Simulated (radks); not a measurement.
All-electron atom: Eu2+ in [Xe] 4f7. Method: Dirac Kohn-Sham, Slater X-alpha with alpha = 0.702, spin-unpolarised, spherical densities, point nucleus; open shells are shared between the two j in proportion to 2j + 1; computed with a radial shooting solver on a logarithmic mesh with Libxc functionals.

Normalised radial functions P(r) = r R(r) (large component), r in bohr:

```
   r/bohr * 4d5/2, o 5p3/2, + 4f5/2 (the largest magnitude, 1.32, reaches the edge; | marks zero, & curves that meet)
 0.001846                             &
 0.002443                             &
 0.003232                             &
 0.004276                             &
 0.005658                             &
 0.007486                             &
 0.009905                             &o
  0.01311                             &o
   0.0172                             & o
  0.02276                             +* o
  0.03012                             +* o
  0.03985                             +  *o
  0.05272                             +   o*
  0.06976                             +  o    *
   0.0923                             |&          *
   0.1221                          o  | +            *
   0.1616                       o     |    +          *
   0.2138                        o    |       + *
   0.2829                           * o            +
   0.3743             *               |     o          +
   0.4952   *                         |        o           +
   0.6553  *                          |   o                +
    0.867          *           o      |                  +
    1.147             o     *         |              +
    1.518           o             *   |         +
    2.008               o            *|     +
    2.657                     o       *  +
    3.516                          o  * +
    4.652                            o*+
```

4d5/2: eigenvalue -145.39 eV, 1 radial node at r = 0.274 bohr, <r> = 0.658 bohr, 90 % of the charge inside 0.991 bohr. 5p3/2: eigenvalue -35.373 eV, 3 radial nodes at r = 0.0985, 0.289, 0.730 bohr, <r> = 1.65 bohr, 90 % of the charge inside 2.42 bohr. 4f5/2: eigenvalue -15.991 eV, 0 radial nodes, <r> = 0.942 bohr, 90 % of the charge inside 1.65 bohr.
